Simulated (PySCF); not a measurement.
## PBE beside CCSD(T) along the second period: bonds to K

PBE and CCSD(T) in PySCF with x2c-SVPall on every atom, spin-free X2C, for the lowest determinant that a PBE0 search found; no spin–orbit coupling.

| molecule | state (unpaired electrons) | PBE Re (Å) | PBE ωe (cm⁻¹) | PBE De (eV) | CCSD(T) Re (Å) | CCSD(T) ωe (cm⁻¹) | CCSD(T) De (eV) |
| --- | --- | --- | --- | --- | --- | --- | --- |
| KLi | singlet (closed shell) | 3.415 | 198 | 0.71 | 3.447 | 198 | 0.67 |
| KB | triplet (σ ↑, π ↑) | 2.889 | 255 | 1.05 | ? | ? | ? |
| KN | triplet (π ↑↑) | 2.613 | 267 | 1.12 | 2.838 | 150 | 0.11 |
| KF | singlet (closed shell) | 2.148 | 476 | 4.74 | 2.167 | 485 | 4.14 |

(1) Estimate the CCSD(T) values of KB by adding the mean shift from PBE to CCSD(T) of the other rows, and compare with the calculation.

(2) What are the mean differences of PBE from CCSD(T) over the whole series?

In a basis of this size CCSD(T) is itself not converged; it tends to give bonds that are too long and too weak.

Correlated steps freeze the inner cores (5 to 6 orbitals); shallow outer-core shells are correlated. Closed-shell solutions of metal pairs were not tested for spin polarisation, which can lower them a little. UHF and ROHF references stand side by side, which adds small steps between rows. Weak bonds: KN. Basis-set superposition, not corrected here, can be much of De in a small basis, most of all at correlated wavefunction levels. Functionals without a dispersion term scatter widely for such bonds, and LDA overbinds them. Where the molecule has an RHF reference, its open-shell atoms are computed with UHF. The CCSD T1 diagnostic is raised in KN, a sign that a single reference may not be enough there. States were picked by a PBE0 search and need not be the measured ground states.

## Answers

(1) The mean shifts are +9.2 pm, -36 cm⁻¹ and -0.55 eV, which give 2.981 Å, 219 cm⁻¹ and 0.50 eV. CCSD(T)/x2c-SVPall gives Re = 2.913 Å, ωe = 256 cm⁻¹, De = 0.52 eV.

(2) Re -7.5 pm, ωe +27 cm⁻¹, De +0.55 eV.
